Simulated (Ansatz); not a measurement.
N-butyl-N-methylpyrrolidinium chloride (C9H20ClN). Charge 0, multiplicity 3. Geometry r2SCAN-D4/def2-SVP, that of the neutral singlet.

```csv
atom,x (Å),y (Å),z (Å)
C1,3.186,-1.949,-1.994
C2,2.184,-0.803,-1.939
C3,1.240,-0.898,-0.739
C4,0.231,0.232,-0.783
N5,-0.676,0.331,0.421
C6,-1.426,-0.955,0.616
C7,-1.671,1.457,0.198
C8,-2.207,1.768,1.591
C9,-1.082,1.341,2.572
C10,0.020,0.748,1.686
H11,3.813,-1.979,-1.086
H12,3.858,-1.854,-2.861
H13,2.673,-2.922,-2.075
H14,2.721,0.164,-1.907
H15,1.578,-0.786,-2.863
H16,1.833,-0.889,0.196
H17,0.717,-1.869,-0.785
H18,-0.481,0.107,-1.635
H19,0.735,1.210,-0.852
H20,-1.952,-1.146,-0.350
H21,-2.144,-0.822,1.435
H22,-0.709,-1.742,0.877
H23,-1.079,2.294,-0.204
H24,-2.372,1.103,-0.591
H25,-3.137,1.215,1.792
H26,-2.453,2.836,1.676
H27,-0.684,2.186,3.152
H28,-1.446,0.601,3.301
H29,0.546,-0.114,2.120
H30,0.763,1.506,1.395
Cl31,-2.576,-0.373,-2.362
```

At PBE-D4/def2-SVP the highest occupied level of the charge 0 triplet lies above zero (up to 0.11 eV). The electron is either unbound and held by the finite basis, or the level is raised by self-interaction error. At PBE0-D4/def2-SVP a singlet of charge 0 lies 6.01 eV below the triplet at the same geometry.

Estimate the α-spin orbital energies around the gap (eV) in Ansatz with PBE-D4/def2-SVP, PBE0-D4/def2-SVP.


```
orbital  PBE-D4/def2-SVP  PBE0-D4/def2-SVP
 HOMO−5            -8.24             -9.73
 HOMO−4            -7.99             -9.61
 HOMO−3            -7.86             -9.57
 HOMO−2            -7.72             -9.29
 HOMO−1            -7.65             -9.07
   HOMO             0.11             -0.08
   LUMO             0.59              1.45
 LUMO+1             0.80              1.68
 LUMO+2             1.27              2.19
 LUMO+3             1.39              2.36
 LUMO+4             1.51              2.54
 LUMO+5             1.66              2.66
 β HOMO            -7.40             -8.97
 β LUMO            -7.07             -6.28
```
